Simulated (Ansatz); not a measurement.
```yaml
crystal:
  periodic: [false, false, false]
  atoms:
    - {symbol: Cl, position_ang: [0.614400, -1.842366, -1.646451]}
    - {symbol: Si, position_ang: [-0.134232, -0.863694, -0.019888]}
    - {symbol: C, position_ang: [-0.042993, 0.963826, -0.010000]}
    - {symbol: Te, position_ang: [1.323310, 0.191465, 1.590230]}
    - {symbol: H, position_ang: [-1.367047, -1.542533, 0.420144]}
    - {symbol: H, position_ang: [0.520154, 1.470968, -0.786344]}
    - {symbol: H, position_ang: [-0.852393, 1.554334, 0.406609]}
basis:
  gaussian: {orbitals: STO-3G, fitting: {mean_field: cc-pVTZ-jkfit}}
magnetization: {spin_polarized: true, initial_magnetization: 2}
hamiltonian: {xc: {name: B2PLYP}}
scf: {lower_state_search: light}
output: {forces: true}
```

```sh
$ ansatz run in.yaml --threads 2 --pin off --events-out ev --progress --plain --max-ram 4352MiB
```

Question: How does Ansatz answer? (Estimate.)

Answer: The calculation gave: The input was rejected before any iteration.
```
Functional definition: B2PLYP
Error: <dir> the basis set cc-pVTZ-JKFIT has no functions for Te
```
